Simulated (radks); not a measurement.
Species: Ar4+. Configuration: [Ne] 3s2 3p1 3d1 (not the ground configuration). Calculated with a radial shooting solver on a logarithmic mesh with Libxc functionals: scalar-relativistic Kohn-Sham, TASK exchange with Perdew-Wang LDA correlation, spin-polarised, spherical densities, finite nucleus; open shells are filled with parallel spins first; meta-GGA in the generalised Kohn-Sham scheme; Fermi nuclear charge, rms radius 3.4274 fm.

Radial electron density D(r) = 4 pi r^2 rho(r):

```
   r/bohr * D(r) (the largest magnitude, 20.9, reaches the edge; | marks zero)
 0.004485 | *
 0.005701 |   *
 0.007247 |    *
 0.009213 |       *
  0.01162 |           *
  0.01477 |                *
  0.01878 |                      *
  0.02387 |                              *
   0.0301 |                                       *
  0.03827 |                                               *
  0.04865 |                                                     *
  0.06185 |                                                      *
  0.07799 |                                                  *
  0.09915 |                                           *
    0.126 |                                     *
   0.1602 |                                      *
   0.2021 |                                            *
   0.2569 |                                                    *
   0.3266 |                                                     *
   0.4151 |                                          *
   0.5236 |                         *
   0.6656 |             *
   0.8461 |         *
    1.076 |         *
    1.356 |        *
    1.724 |    *
    2.192 | *
    2.787 *
    3.514 *
    4.468 *
```

D(r) has 3 maxima, at r = 0.0580, 0.294, 1.08 bohr, and minima at 0.141, 0.881 bohr, inside which lie 2.16, 10.54 electrons.
